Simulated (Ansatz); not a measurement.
Species: BH$_{2}$Se$_{2}$, charge 0, doublet. BH2Se2 (SMILES [Se]B[SeH], doublet).
B3LYP-D3(BJ)/def2-TZVP minimum from Ansatz (a quantum-chemistry and plane-wave program):
```
B
H 1 1.1891
Se 1 1.8936 2 117.20
Se 1 1.9410 2 119.06 3 -180.00
H 4 1.4716 1 95.09 2 0.00
```
Charge 0, spin multiplicity 2.

Wanted: atomisation energy (electronic, to ground-state atoms), in kJ/mol. Radicals and triplets start from unrestricted determinants; spin-orbit coupling is neglected. Correlated methods leave the cores frozen (noble-gas shells, and filled d and f shells in the p block). No relativity. CBS(X,Y): correlation extrapolated as X^-3, Hartree-Fock from the larger set. A bracket is a step between two methods taken in the basis named. Double hybrids freeze cores in their MP2 part. For partners of very few electrons the exact lower level stands in for a higher one.

CCSD(T)/CBS(cc-pVTZ,cc-pVQZ) + [CCSDT(Q) - CCSD(T)]/cc-pVDZ (Ansatz) gives 1410.1 kJ/mol.

**Question.** What does PBE/def2-TZVPD (Ansatz) give here, and how do the other levels compare?

**Answer.** PBE gives 1464.6 kJ/mol, 54.5 kJ/mol above it. Differences of the others: r2SCAN/def2-TZVPD (Ansatz) 48.8; B3LYP/def2-TZVPD (Ansatz) 1.8; PBE0/def2-TZVPD (Ansatz) 25.2; wB97M-V/def2-TZVPD (Ansatz) 8.1; B2PLYP/def2-TZVPD (Ansatz) -11.1; CCSD(T)/CBS(cc-pVTZ,cc-pVQZ) (Ansatz) -2.6 kJ/mol.
